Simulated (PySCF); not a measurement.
Computed IR spectrum (relative IR intensity) of a molecule C3H6Se. Coordinates come from a PBE-D3(BJ)/def2-SVP optimisation. One conformer was computed; it need not be the lowest. These are PySCF with PBE-D3(BJ)/def2-SVP values and carry that method's errors. Frequencies are harmonic and unscaled.

```tsv
ν (cm⁻¹)	relative intensity
545	29
588	6.5
601	9.9
843	58
874	7.5
883	15
943	49
979	13
1217	22
1249	4.7
1344	12
1386	15
1399	24
1604	100
2987	30
3073	4.6
3092	5.2
3101	4.6
3108	3.1
3172	5.3
```

Question: Which structure fits?
A) [SeH]C1CC1
B) C=C[Se]C
C) C=CC[SeH]
D) C1C[Se]C1

Answer: B, C=C[Se]C
